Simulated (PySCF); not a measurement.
Benzo[b]thiophene, C8H6S.
SMILES with atom numbers: `[cH:1]1[cH:2][cH:3][c:4]2[s:5][cH:6][cH:7][c:8]2[cH:9]1` (hydrogens: H10 on C1; H11 on C2; H12 on C3; H13 on C6; H14 on C7; H15 on C9)

The same species was optimised twice, with GFN2-xTB and with PBE0-D3(BJ)/def2-SVP (PySCF), and the same property calculations (PySCF, gas phase) were run on both structures.

```tsv
coordinate	GFN2-xTB	PBE0-D3(BJ)/def2-SVP	change
C3–C4 (Å)	1.387	1.398	+0.011
C6–C7 (Å)	1.348	1.360	+0.012
C1–C2 (Å)	1.395	1.406	+0.011
C8–C9 (Å)	1.396	1.406	+0.010
C7–C8 (Å)	1.427	1.437	+0.010
C4–C8 (Å)	1.408	1.417	+0.009
C1–C9 (Å)	1.377	1.385	+0.008
C2–C3 (Å)	1.380	1.387	+0.007
C4–S5 (Å)	1.741	1.739	-0.002
S5–C6 (Å)	1.733	1.733	0.000
C4–S5–C6 (°)	90.6	91.3	+0.7
S5–C6–C7 (°)	113.6	113.3	-0.3
C7–C8–C9 (°)	129.4	129.6	+0.2
C1–C9–C8 (°)	119.5	119.7	+0.2
C6–C7–C8 (°)	112.7	112.5	-0.2
C2–C1–C9 (°)	120.9	120.8	-0.1
C3–C4–S5 (°)	127.0	127.2	+0.2
C4–C8–C7 (°)	111.8	111.7	-0.1
```

Rotational constants: A = 3187, B = 1323, C = 934.8 MHz (GFN2-xTB) against A = 3155, B = 1308, C = 924.9 MHz (PBE0-D3(BJ)/def2-SVP). Point groups within 0.08 Å: Cs and Cs.

On the GFN2-xTB structure: lowest singlet, TDDFT (eV) 4.75 [PBE0/def2-SVPD]; lowest triplet, Tamm–Dancoff (eV) 3.44 [PBE0/def2-SVPD]; isotropic polarisability (au) 107.7 [PBE0/def2-SVPD]; HOMO (eV) -6.41 [PBE0/def2-SVPD]; LUMO (eV) -0.86 [PBE0/def2-SVPD]; dipole (D) 0.68 [PBE0/def2-SVPD]; HOMO (eV) -6.42 [PBE0/pcSseg-1]; LUMO (eV) -0.84 [PBE0/pcSseg-1]; dipole (D) 0.63 [PBE0/pcSseg-1]; GIAO shielding of C1 (ppm) 57.5 [PBE0/pcSseg-1]; GIAO shielding of C2 (ppm) 57.9 [PBE0/pcSseg-1]; GIAO shielding of C3 (ppm) 59.0 [PBE0/pcSseg-1]; GIAO shielding of C4 (ppm) 38.7 [PBE0/pcSseg-1]; GIAO shielding of S5 (ppm) 323.2 [PBE0/pcSseg-1]; GIAO shielding of C6 (ppm) 51.7 [PBE0/pcSseg-1]; GIAO shielding of C7 (ppm) 58.4 [PBE0/pcSseg-1]; GIAO shielding of C8 (ppm) 43.5 [PBE0/pcSseg-1].

Problem. What do these properties become on the PBE0-D3(BJ)/def2-SVP structure?

Solution. 
```
                                    property           level  on GFN2-xTB  on PBE0-D3(BJ)/def2-SVP  change
                  lowest singlet, TDDFT (eV)  PBE0/def2-SVPD         4.75                     4.70   -0.05
           lowest triplet, Tamm–Dancoff (eV)  PBE0/def2-SVPD         3.44                     3.37   -0.07
               isotropic polarisability (au)  PBE0/def2-SVPD        107.7                    109.5    +1.8
                                   HOMO (eV)  PBE0/def2-SVPD        -6.41                    -6.40   +0.01
                                   LUMO (eV)  PBE0/def2-SVPD        -0.86                    -0.91   -0.05
                                  dipole (D)  PBE0/def2-SVPD         0.68                     0.66   -0.02
energy, GFN2-xTB geometry as zero (kcal/mol)  PBE0/def2-SVPD          0.0                     -0.9    -0.9
                                   HOMO (eV)   PBE0/pcSseg-1        -6.42                    -6.42    0.00
                                   LUMO (eV)   PBE0/pcSseg-1        -0.84                    -0.89   -0.05
                                  dipole (D)   PBE0/pcSseg-1         0.63                     0.61   -0.02
energy, GFN2-xTB geometry as zero (kcal/mol)   PBE0/pcSseg-1          0.0                     -0.2    -0.2
                  GIAO shielding of C1 (ppm)   PBE0/pcSseg-1         57.5                     55.0    -2.5
                  GIAO shielding of C2 (ppm)   PBE0/pcSseg-1         57.9                     55.2    -2.7
                  GIAO shielding of C3 (ppm)   PBE0/pcSseg-1         59.0                     56.8    -2.2
                  GIAO shielding of C4 (ppm)   PBE0/pcSseg-1         38.7                     37.8    -0.9
                  GIAO shielding of S5 (ppm)   PBE0/pcSseg-1        323.2                    321.1    -2.1
                  GIAO shielding of C6 (ppm)   PBE0/pcSseg-1         51.7                     49.7    -2.0
                  GIAO shielding of C7 (ppm)   PBE0/pcSseg-1         58.4                     55.6    -2.8
                  GIAO shielding of C8 (ppm)   PBE0/pcSseg-1         43.5                     41.5    -2.0
```

The heavy atoms differ by 0.012 Å rms after alignment. Among bonds between heavy atoms C1–C2, C3–C4 and C6–C7 change most and about equally (+0.011 to +0.012 Å). Changes are differences of the printed values. Neither structure is proved a minimum here.
